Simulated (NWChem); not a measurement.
C$_{3}$H$_{6}$N$_{2}$; SMILES NC=C=CN

```xyz
11

N      2.3632     0.2152     0.3215
C      1.2758    -0.3653    -0.3447
C      0.0000     0.0000    -0.2743
C     -1.2758     0.3653    -0.3447
N     -2.3632    -0.2152     0.3215
H      2.1050     0.8120     1.1116
H      3.1132    -0.4364     0.5655
H      1.5843    -1.1774    -1.0358
H     -1.5843     1.1774    -1.0358
H     -3.1132     0.4364     0.5655
H     -2.1050    -0.8120     1.1116
```
Atoms are numbered in this order, from 1.

Results from NWChem. Structure relaxed at the PBE-D3(BJ)/def2-SVP level. Ions are spin-unrestricted doublets at the neutral geometry; other ion states weren't tried.

```json
[
 {"level": "B3LYP/def2-SVP", "vertical ionisation energy, ΔSCF (eV)": "7.54", "−ε(HOMO) (eV)": "5.28", "ΔSCF minus −ε(HOMO) (eV)": "2.26"},
 {"level": "PBE/def2-SVP", "vertical ionisation energy, ΔSCF (eV)": "7.35", "−ε(HOMO) (eV)": "4.31", "ΔSCF minus −ε(HOMO) (eV)": "3.04"},
 {"level": "LRC-wPBEh/def2-SVP", "vertical ionisation energy, ΔSCF (eV)": "7.68", "−ε(HOMO) (eV)": "7.36", "ΔSCF minus −ε(HOMO) (eV)": "0.32"},
 {"level": "CAM-B3LYP/def2-SVP", "vertical ionisation energy, ΔSCF (eV)": "7.67", "−ε(HOMO) (eV)": "6.81", "ΔSCF minus −ε(HOMO) (eV)": "0.86"},
 {"level": "Hartree-Fock/def2-SVP", "vertical ionisation energy, ΔSCF (eV)": "6.93", "−ε(HOMO) (eV)": "8.31", "ΔSCF minus −ε(HOMO) (eV)": "-1.38"}
]
```
